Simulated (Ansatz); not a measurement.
`[SiH3]BO[SiH3]` + `C1=CN1` → `[SiH3]C1=CN1` + `BO[SiH3]` at 298.15 K and 1 bar (formal exchange of groups at the Si–B bond).

Program: Ansatz. Geometries: PBE0-D4/def2-TZVP. ΔE: electronic, gas phase. CCSD(T)/CBS is the MP2 limit (def2-TZVPP, def2-QZVPP) plus CCSD(T) − MP2 in def2-TZVPP, frozen cores. Each species was taken in one conformer, which may not be the lowest.

```json
{"species": "`[SiH3]BO[SiH3]`", "CCSD(T)/CBS energy (Eh)": "-682.38605", "H − E (kJ/mol)": "197.8", "S (J/(mol·K))": "359.6"}
{"species": "`C1=CN1`", "CCSD(T)/CBS energy (Eh)": "-132.46664", "H − E (kJ/mol)": "127.0", "S (J/(mol·K))": "248.9"}
{"species": "`[SiH3]C1=CN1`", "CCSD(T)/CBS energy (Eh)": "-422.75844", "H − E (kJ/mol)": "174.8", "S (J/(mol·K))": "308.3"}
{"species": "`BO[SiH3]`", "CCSD(T)/CBS energy (Eh)": "-392.11480", "H − E (kJ/mol)": "149.0", "S (J/(mol·K))": "292.2"}
```

H − E and S are ideal-gas, rigid-rotor, harmonic terms from PBE0-D4/def2-TZVP, for one conformer and one mirror image of each species. 1 Eh = 2625.50 kJ/mol, R = 8.31446 J/(mol·K).

Question: By hand: ΔE, ΔH, ΔS and ΔG.

Answer: ΔE = (-422.75844) + (-392.11480) − (-682.38605) − (-132.46664) = -0.02055 Eh = -54.0 kJ/mol. Δ(H − E) = 174.8 + 149.0 − 197.8 − 127.0 = -1.0, so ΔH = -55.0 kJ/mol. ΔS = 308.3 + 292.2 − 359.6 − 248.9 = -8.0 J/(mol·K). ΔG = -55.0 − 298.15 × (-8.0)/1000 = -52.6 kJ/mol.

Question: By hand: the equilibrium constant, and the temperature at which ΔG would vanish if ΔH and ΔS stayed fixed.

Answer: log₁₀ K = −ΔG/(RT ln 10) = 9.2. ΔG = 0 at ΔH/ΔS = 6875 K, far beyond where these terms or the molecules hold.

The number of gas molecules stays the same, so ΔS is small and ΔH decides. A doubt of 5 kJ/mol in ΔE shifts log₁₀ K by 0.9 here. Other conformers and mirror images would add mixing entropy, several J/(mol·K) or more a flexible species. Modes under 60 cm⁻¹, often nearly free rotors, make the harmonic entropy too high. These are equilibria of isolated gas molecules and say nothing of rates. Largest T1 diagnostic: 0.014 (customary marks: 0.02 for closed shells, 0.045 for open ones).
